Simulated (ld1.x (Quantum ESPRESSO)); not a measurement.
## What one change does to a pseudopotential (W, TM)

ld1.x (Quantum ESPRESSO) 7.5 input, shortened:

```
&input
   title='W', zed=74., rel=2, dft='PBE', iswitch=3,
   config='[Xe] 4f14 5d4 6s1.5 6p0', rel_dist='average'
 /
 &inputp
   pseudotype=2, tm=.true., lloc=0,
   nlcc=.true., new_core_ps=.true., rcore=0.90
 /
3
5P  2  1   6.00   0.00  1.45  1.45  0.0
5D  3  2   4.00   0.00  2.45  2.45  0.0
6S  1  0   1.50   0.00  2.60  2.60  0.0
 &test
   configts(1)='5p6 5d4 6s1.5 6p0'
 /
```

Open shells are filled in proportion to 2j + 1 (rel_dist='average').

All-electron outer shells of the reference configuration (PBE, scalar-relativistic, ld1.x):

| shell | level (eV) | outermost node (bohr) | outermost maximum (bohr) |
| --- | --- | --- | --- |
| 5p | -46.81 | 0.57 | 1.09 |
| 4f | -36.79 | – | 0.43 |
| 6s | -8.86 | 1.28 | 2.61 |
| 5d | -7.98 | 0.63 | 1.49 |
| 6p | -3.97 | 1.53 | 3.52 |

Change: wave 5p (bound): rc 1.45 bohr becomes 5p (bound): rc 2.16 bohr.

Cutoffs: the cutoffs (Ry, on a coarse ladder) from which the occupation-weighted sum of valence levels, in a spherical-Bessel basis at the reference potential, stays within 10 and 1 mRy of its value at 400 Ry; they do not see the model core or the augmentation charge, which bear on the density cutoff. Errors are all-electron minus pseudo energies relative to the spin-unpolarised reference configuration.

**Question.** Predict the effect on cutoff, ghosts and configuration errors.

**Answer.** The potential gets softer (80 Ry and 110 Ry → 30 Ry and 45 Ry); the errors of the 7 common tests hardly move; neither file shows a bound ghost at the reference potential, the only one tested. A larger radius leaves more room for a smooth pseudo-wave, so fewer plane waves are needed.

```csv
quantity,base,changed
"cutoff, loose",80 Ry,30 Ry
"cutoff, tight",110 Ry,45 Ry
loose cutoff by channel (10 mRy a level),"p 45 Ry, d 25 Ry, s 6 Ry","p 25 Ry, d 25 Ry, s 6 Ry"
bound ghosts,none,none
"error for 5p6 5d4 6s2 6p0, meV [ΔE -3.64 eV]",-1.6,-1.6
"error for 5p6 5d4 6s1 6p0, meV [ΔE 5.25 eV]",-2.1,-2.0
"error for 5p6 5d4 6s0 6p0, meV [ΔE 20.93 eV]",-25,-25
"error for 5p6 5d4 6s1 6p1, meV [ΔE 0.82 eV]",-523,-517
"error for 5p6 5d4 6s0 6p1, meV [ΔE 10.65 eV]",-883,-872
"error for 5p6 5d3 6s0 6p0, meV [ΔE 46.31 eV]",-61,-60
"error for 5p6 5d3 6s2 6p0, meV [ΔE 5.20 eV]",-40,-39
s: phases at 2.86 bohr within 0.05 rad from the reference energy up to (Ry; the scan ends near 5),2.1,2.1
p1/2: phases at 2.86 bohr within 0.05 rad from the reference energy up to (Ry; the scan ends near 5),-1.2,-1.2
p3/2: phases at 2.86 bohr within 0.05 rad from the reference energy up to (Ry; the scan ends near 5),-1.0,-1.0
d3/2: phases at 2.86 bohr within 0.05 rad from the reference energy up to (Ry; the scan ends near 5),0.9,0.9
d5/2: phases at 2.86 bohr within 0.05 rad from the reference energy up to (Ry; the scan ends near 5),1.0,1.0
```

Base: These tests converged, but a pseudo level misses the all-electron one widely, so the file describes the atom poorly there or has found another state: 5p6 5d3 6s0 6p0: empty 6p by 2.3 eV. Changed file: These tests converged, but a pseudo level misses the all-electron one widely, so the file describes the atom poorly there or has found another state: 5p6 5d3 6s0 6p0: empty 6p by 2.3 eV.
